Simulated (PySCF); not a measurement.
**Phosphorus: a sound run and one with changed settings**

Sound run: P⁺ [Ne] 3s2 3p2, P²⁺ [Ne] 3s2 3p1. Computed with PySCF 2.14 in jorge-DZP-DKH, with scalar relativity by spin-free X2C-1e. The sound run starts from symmetry-adapted Hartree-Fock orbitals and uses a fine grid where one is needed.

A second run was set up differently.

```
species  method  sound run (hartree)  changed run (hartree)  converged
     P⁺     UHF           -341.15659             -341.15633         no
     P⁺  M06-2X           -341.68653             -341.68648         no
     P⁺     LDA           -340.41100             -340.41098         no
    P²⁺     UHF           -340.45285             -340.45253         no
    P²⁺  M06-2X           -340.96743             -340.96738         no
    P²⁺     LDA           -339.68268             -339.68264         no
```

Question: What was changed?
A. angular grid far too coarse
B. level shift left on
C. too few SCF iterations
D. radial grid too coarse

Answer: C. It used initial guess atom, at most 3 SCF cycles. The SCF was stopped early; the energies are upper bounds that still move, and correlated levels were skipped or rest on poor orbitals.
